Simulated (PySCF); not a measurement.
# Computed properties of C2H7NSi2, SMILES [SiH3][C@H]1N=C[SiH2]1

C2H7NSi2, SMILES [SiH3][C@H]1N=C[SiH2]1. Geometry: ωB97X-D3(BJ)/def2-SVP. The structure was generated by enumeration; whether it is a known compound was not checked. The values are those of a single conformer. All values are computed for the isolated molecule unless a solvent is named; none is compared with measurement here.

**Structure.** All 30 harmonic modes at ωB97X-D3(BJ)/def2-SVP (PySCF) are real, so it is a minimum. With heavy atoms numbered as in [SiH3:1][C@H:2]1[N:3]=[CH:4][SiH2:5]1, the shortest bond between them is N3–C4 at 1.288 Å and the longest C2–Si5 at 1.908 Å.

**Vibrations.** The strongest infrared lines (harmonic, unscaled, degenerate partners summed) lie at 941 cm⁻¹ (234 km/mol, H 89 %, Si 9 %), 2260 cm⁻¹ (175 km/mol, H 96 %), 2256 cm⁻¹ (122 km/mol, H 97 %). The softest mode is at 125 cm⁻¹ and the zero-point energy is 50.5 kcal/mol.

**Electronic structure.** r2SCAN/def2-TZVP (PySCF) places the frontier levels at -5.95 and -1.95 eV, a gap of 4.00 eV, and gives a dipole moment of 1.68 D and a mean polarisability of 81.7 bohr³. PBE/def2-TZVP (PySCF) at the same geometry gives -5.71 and -2.12 eV, so its gap is 0.41 eV narrower. An orbital gap is neither the optical nor the fundamental gap.

**Excitations.** TDDFT-PBE0/def2-SVPD (PySCF) has S1 at 4.13 eV (300 nm, f = 0.000, dark); the most intense of the 10 singlets computed lies at 6.79 eV (f = 0.07). T1 (TDA) is at 3.26 eV. TDDFT-PBE/def2-SVPD (PySCF) puts S1 at 3.94 eV. No vertical singlet excitation falls in the visible range (under 3.1 eV).

**NMR.** GIAO shifts at HF/pcSseg-1 (PySCF) (non-relativistic, atoms alike by connectivity averaged): ¹³C from 42.4 to 204.4 ppm against TMS; ¹H from 3.7 to 9.5 ppm against TMS; ²⁹Si from -52.5 to -16.0 ppm against TMS.

**Solvation.** SMD-PBE0/def2-SVP (PySCF) gives 0.9 kcal/mol in water, -2.2 kcal/mol in chloroform, -2.5 kcal/mol in dichloromethane (1 M in both phases, gas-phase geometry).
